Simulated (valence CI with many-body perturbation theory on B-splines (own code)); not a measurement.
**Zr+: electric-dipole lines**

Computed by relativistic CI+MBPT: three valence electrons over a frozen Dirac-Fock core [Kr], a basis of 7 s, 7 p, 8 d, 6 f, 4 g, 1 h functions for each j, with the one-electron correlation potential Σ1, the two-electron term Σ2, the three-electron term Σ3, Breit, model QED; selected CI, second order for the rest, scaled by the run's own slope (own B-spline code, finite nucleus).

Set against measurement, 29 paired levels are off by 246 cm⁻¹ on average, the worst by 602. These come from a selection out of the NIST Handbook of Basic Atomic Spectroscopic Data. Levels without a partner in it may be off by more, other configurations by 1,000 to 4,000 cm⁻¹.

Lines 351 to 400 of 524 in falling wavelength, among levels below 76582 cm⁻¹, chosen from the strongest by gf and those to the six lowest levels. Wavelengths and rates use the calculated energies, so an error of 200 cm⁻¹ moves a line at 2919 Å by 0.58 % and its rate by three times that or more. Electric multipoles are in the length gauge, E1 and E2 with the static RPA response of the core. Weak lines are less certain than strong ones. Lines between different terms over intervals too small for the method are left out, as are lines whose strength nearly cancels. Where a level lies close to another of its J and parity, the split of strength between their lines is uncertain. The highest levels of a list are the least certain.

Names give the largest LS component (configuration and term), which can be under half, so a name can repeat, a term be missing and a line seem to break the LS rules; names also repeat where a configuration has a term twice. Letters in brackets count levels of one name in rising energy.

| λ vac (Å) | Upper | Lower | A (s⁻¹) | S (a.u.) with core polarisation | S without |
| --- | --- | --- | --- | --- | --- |
| 2919 | 4d²5d ⁴H_13/2 | 4d²5p ⁴G°_11/2 | 4.26e+08 | 7.33e+01 | 7.58e+01 |
| 2918 | 4d²5d ²G_7/2 [d] | 4d²5p ²G°_7/2 [b] | 1.17e+08 | 1.15e+01 | 1.22e+01 |
| 2917 | 4d²5d ²G_9/2 [c] | 4d²5p ²G°_9/2 [b] | 1.43e+08 | 1.76e+01 | 1.85e+01 |
| 2912 | 4d5s5p ²F°_7/2 [a] | 4d²5s ²G_9/2 | 2.87e+08 | 2.80e+01 | 3.14e+01 |
| 2912 | 4d²5d ⁴G_9/2 | 4d²5p ⁴G°_9/2 | 1.78e+08 | 2.17e+01 | 2.25e+01 |
| 2905 | 4d5s5p ⁴F°_3/2 | 4d³ ⁴F_5/2 | 9.92e+06 | 4.80e-01 | 5.49e-01 |
| 2903 | 4d²5d ⁴F_9/2 [a] | 4d²5p ⁴D°_7/2 [a] | 9.37e+07 | 1.13e+01 | 1.16e+01 |
| 2902 | 4d²5d ²G_7/2 [a] | 4d²5p ²D°_5/2 [a] | 7.09e+07 | 6.84e+00 | 7.08e+00 |
| 2901 | 4d²5d ⁴H_11/2 | 4d²5p ⁴G°_9/2 | 2.73e+08 | 3.94e+01 | 4.08e+01 |
| 2899 | 4d²5p ²H°_11/2 | 4d³ ²G_9/2 | 3.86e+07 | 5.58e+00 | 6.32e+00 |
| 2894 | 4d²5p ⁴D°_3/2 [b] | 4d³ ⁴F_3/2 | 4.98e+06 | 2.38e-01 | 2.74e-01 |
| 2893 | 4d²5d ⁴F_7/2 [c] | 4d5s5p ⁴F°_7/2 [b] | 7.90e+07 | 7.55e+00 | 8.07e+00 |
| 2891 | 4d²5d ²I_11/2 | 4d²5p ²G°_9/2 [b] | 3.33e+07 | 4.76e+00 | 4.91e+00 |
| 2887 | 4d²5d ²F_7/2 [a] | 4d²5p ²F°_5/2 [a] | 8.19e+07 | 7.79e+00 | 8.07e+00 |
| 2882 | 4d5s5p ⁴P°_3/2 | 4d²5s ⁴P_5/2 | 1.58e+08 | 7.46e+00 | 8.40e+00 |
| 2879 | 4d5s5p ⁴F°_3/2 | 4d³ ⁴F_3/2 | 1.28e+07 | 6.01e-01 | 6.63e-01 |
| 2878 | 4d²5d ⁴F_9/2 [b] | 4d5s5p ⁴F°_7/2 [b] | 1.11e+08 | 1.31e+01 | 1.35e+01 |
| 2877 | 4d²5d ⁴G_7/2 | 4d²5p ⁴G°_7/2 | 1.69e+08 | 1.59e+01 | 1.65e+01 |
| 2870 | 4d²5d ⁴P_5/2 [b] | 4d²5p ⁴P°_5/2 | 9.98e+07 | 6.99e+00 | 7.33e+00 |
| 2868 | 4d²5d ⁴H_9/2 | 4d²5p ⁴G°_7/2 | 2.55e+08 | 2.97e+01 | 3.08e+01 |
| 2867 | 4d²5d ⁴G_11/2 | 4d²5p ⁴G°_9/2 | 1.29e+08 | 1.80e+01 | 1.87e+01 |
| 2865 | 4d5s5p ⁴P°_1/2 | 4d²5s ⁴P_3/2 | 3.12e+08 | 7.24e+00 | 8.15e+00 |
| 2864 | 4d²5d ⁴F_9/2 [b] | 4d5s5p ⁴F°_7/2 [a] | 8.43e+07 | 9.77e+00 | 1.03e+01 |
| 2863 | 4d²5d ²H_9/2 [b] | 4d²5p ²G°_7/2 [b] | 1.78e+08 | 2.06e+01 | 2.11e+01 |
| 2862 | 4d²5d ⁴F_7/2 [b] | 4d5s5p ⁴F°_5/2 | 6.12e+07 | 5.66e+00 | 5.84e+00 |
| 2860 | 4d²5d ²H_11/2 [b] | 4d²5p ²G°_9/2 [b] | 1.78e+08 | 2.46e+01 | 2.52e+01 |
| 2858 | 4d5s5p ⁴P°_5/2 | 4d²5s ⁴P_5/2 | 2.41e+08 | 1.67e+01 | 1.88e+01 |
| 2858 | 4d5s5p ⁴F°_5/2 | 4d³ ⁴F_5/2 | 1.34e+07 | 9.28e-01 | 1.03e+00 |
| 2852 | 4d²5d ⁴D_5/2 [b] | 4d5s5p ⁴F°_5/2 | 1.01e+08 | 6.91e+00 | 7.41e+00 |
| 2852 | 4d²5d ⁴F_7/2 [b] | 4d²5p ²F°_5/2 [c] | 3.97e+07 | 3.63e+00 | 3.84e+00 |
| 2852 | 4d²5d ²G_7/2 [a] | 4d²5p ²F°_7/2 [a] | 5.28e+07 | 4.84e+00 | 5.02e+00 |
| 2848 | 4d²5d ⁴G_5/2 | 4d²5p ⁴G°_5/2 | 1.73e+08 | 1.18e+01 | 1.23e+01 |
| 2841 | 4d²5d ²D_3/2 [a] | 4d²5p ²D°_5/2 [a] | 7.85e+07 | 3.55e+00 | 3.63e+00 |
| 2840 | 4d²5d ⁴P_5/2 [b] | 4d²5p ⁴P°_3/2 | 5.03e+07 | 3.41e+00 | 3.51e+00 |
| 2838 | 4d5s5p ⁴P°_3/2 | 4d²5s ⁴P_1/2 | 1.60e+08 | 7.23e+00 | 8.14e+00 |
| 2837 | 4d²5d ⁴G_9/2 | 4d²5p ⁴G°_7/2 | 1.24e+08 | 1.39e+01 | 1.44e+01 |
| 2832 | 4d5s5p ⁴P°_5/2 | 4d²5s ⁴P_3/2 | 1.12e+08 | 7.55e+00 | 8.51e+00 |
| 2832 | 4d²5d ²D_5/2 [b] | 4d²5p ²P°_3/2 [a] | 7.22e+07 | 4.86e+00 | 4.91e+00 |
| 2829 | 4d²5d ⁴F_7/2 [b] | 4d²5p ²F°_5/2 [b] | 4.48e+07 | 4.00e+00 | 4.22e+00 |
| 2827 | 4d²5d ⁴H_7/2 | 4d²5p ⁴G°_5/2 | 2.48e+08 | 2.21e+01 | 2.30e+01 |
| 2826 | 4d²5d ⁴D_3/2 [b] | 4d5s5p ⁴F°_3/2 | 1.02e+08 | 4.53e+00 | 4.90e+00 |
| 2824 | 4d²5d ⁴F_9/2 [b] | 4d²5p ²F°_7/2 [b] | 5.02e+07 | 5.58e+00 | 5.86e+00 |
| 2821 | 4d²5d ⁴F_5/2 [b] | 4d²5p ⁴D°_3/2 [b] | 1.32e+08 | 8.80e+00 | 9.27e+00 |
| 2812 | 4d²5d ⁴F_9/2 [a] | 4d²5p ⁴F°_9/2 | 1.45e+08 | 1.59e+01 | 1.62e+01 |
| 2808 | 4d²5d ²D_5/2 [a] | 4d²5p ²D°_5/2 [a] | 1.18e+08 | 7.72e+00 | 7.98e+00 |
| 2808 | 4d²5d ⁴F_3/2 [b] | 4d²5p ⁴D°_1/2 [b] | 1.55e+08 | 6.78e+00 | 7.09e+00 |
| 2805 | 4d²5d ⁴G_7/2 | 4d²5p ⁴G°_5/2 | 1.09e+08 | 9.49e+00 | 9.81e+00 |
| 2802 | 4d²5d ²G_9/2 [a] | 4d²5p ²F°_7/2 [a] | 2.56e+08 | 2.77e+01 | 2.87e+01 |
| 2801 | 4d²5d ⁴F_7/2 [a] | 4d²5p ⁴F°_7/2 | 1.29e+08 | 1.12e+01 | 1.13e+01 |
| 2793 | 4d²5d ⁴D_5/2 [b] | 4d²5p ⁴D°_3/2 [b] | 5.25e+07 | 3.39e+00 | 3.58e+00 |
